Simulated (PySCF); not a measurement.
CF3OCF3, C₂F₆O.
Bonds: F1–C2, C2–F3, C2–F4, C2–O5, O5–C6, C6–F7, C6–F8, C6–F9.

The same species was optimised twice, with GFN2-xTB and with PBE0-D3(BJ)/def2-SVP (PySCF), and the same property calculations (PySCF, gas phase) were run on both structures.

```json
{"coordinate": "C2–O5 (Å)", "GFN2-xTB": "1.359", "PBE0-D3(BJ)/def2-SVP": "1.370", "change": "+0.011"}
{"coordinate": "O5–C6 (Å)", "GFN2-xTB": "1.359", "PBE0-D3(BJ)/def2-SVP": "1.369", "change": "+0.010"}
{"coordinate": "C2–F4 (Å)", "GFN2-xTB": "1.326", "PBE0-D3(BJ)/def2-SVP": "1.321", "change": "-0.005"}
{"coordinate": "C6–F7 (Å)", "GFN2-xTB": "1.326", "PBE0-D3(BJ)/def2-SVP": "1.322", "change": "-0.004"}
{"coordinate": "C2–F3 (Å)", "GFN2-xTB": "1.316", "PBE0-D3(BJ)/def2-SVP": "1.313", "change": "-0.003"}
{"coordinate": "C6–F9 (Å)", "GFN2-xTB": "1.316", "PBE0-D3(BJ)/def2-SVP": "1.313", "change": "-0.003"}
{"coordinate": "F1–C2 (Å)", "GFN2-xTB": "1.326", "PBE0-D3(BJ)/def2-SVP": "1.323", "change": "-0.003"}
{"coordinate": "C6–F8 (Å)", "GFN2-xTB": "1.326", "PBE0-D3(BJ)/def2-SVP": "1.324", "change": "-0.002"}
{"coordinate": "C2–O5–C6 (°)", "GFN2-xTB": "118.9", "PBE0-D3(BJ)/def2-SVP": "121.1", "change": "+2.2"}
{"coordinate": "F3–C2–O5 (°)", "GFN2-xTB": "107.9", "PBE0-D3(BJ)/def2-SVP": "106.7", "change": "-1.2"}
{"coordinate": "O5–C6–F9 (°)", "GFN2-xTB": "108.0", "PBE0-D3(BJ)/def2-SVP": "106.7", "change": "-1.3"}
{"coordinate": "F7–C6–F9 (°)", "GFN2-xTB": "108.0", "PBE0-D3(BJ)/def2-SVP": "109.1", "change": "+1.1"}
{"coordinate": "F3–C2–F4 (°)", "GFN2-xTB": "108.0", "PBE0-D3(BJ)/def2-SVP": "109.1", "change": "+1.1"}
{"coordinate": "F1–C2–F3 (°)", "GFN2-xTB": "108.5", "PBE0-D3(BJ)/def2-SVP": "109.6", "change": "+1.1"}
{"coordinate": "F1–C2–F4 (°)", "GFN2-xTB": "107.3", "PBE0-D3(BJ)/def2-SVP": "108.3", "change": "+1.0"}
{"coordinate": "F1–C2–O5 (°)", "GFN2-xTB": "112.8", "PBE0-D3(BJ)/def2-SVP": "111.8", "change": "-1.0"}
{"coordinate": "F1–C2–O5–C6 (°)", "GFN2-xTB": "-44", "PBE0-D3(BJ)/def2-SVP": "-45", "change": "-1"}
{"coordinate": "C2–O5–C6–F7 (°)", "GFN2-xTB": "78", "PBE0-D3(BJ)/def2-SVP": "76", "change": "-2"}
```

Rotational constants: A = 3020, B = 1205, C = 1189 MHz (GFN2-xTB) against A = 2986, B = 1196, C = 1182 MHz (PBE0-D3(BJ)/def2-SVP). Point groups within 0.08 Å: C2 and C2.

On the GFN2-xTB structure: HOMO (eV) -11.64 [PBE0/pcSseg-1]; LUMO (eV) 3.39 [PBE0/pcSseg-1]; dipole (D) 0.10 [PBE0/pcSseg-1]; GIAO shielding of F1 (×6) (mean) (ppm) 243.0 [PBE0/pcSseg-1]; GIAO shielding of C2/C6 (mean) (ppm) 59.2 [PBE0/pcSseg-1]; GIAO shielding of O5 (ppm) 155.9 [PBE0/pcSseg-1].

Question: What do these properties become on the PBE0-D3(BJ)/def2-SVP structure?

Answer: 
```tsv
property	level	on GFN2-xTB	on PBE0-D3(BJ)/def2-SVP	change
HOMO (eV)	PBE0/pcSseg-1	-11.64	-11.42	+0.22
LUMO (eV)	PBE0/pcSseg-1	3.39	3.50	+0.11
dipole (D)	PBE0/pcSseg-1	0.10	0.05	-0.05
energy, GFN2-xTB geometry as zero (kcal/mol)	PBE0/pcSseg-1	0.0	-0.6	-0.6
GIAO shielding of F1 (×6) (mean) (ppm)	PBE0/pcSseg-1	243.0	245.6	+2.6
GIAO shielding of C2/C6 (mean) (ppm)	PBE0/pcSseg-1	59.2	59.5	+0.3
GIAO shielding of O5 (ppm)	PBE0/pcSseg-1	155.9	149.4	-6.5
```

The heavy atoms differ by 0.036 Å rms after alignment. Among bonds between heavy atoms C2–O5 and O5–C6 change most and about equally (+0.010 to +0.011 Å). Changes are differences of the printed values. Neither structure is proved a minimum here.

Conformer computed: `[F:1][C:2]([F:3])([F:4])[O:5][C:6]([F:7])([F:8])[F:9]`: F1–C2–O5–C6 -45°, C2–O5–C6–F7 76°.
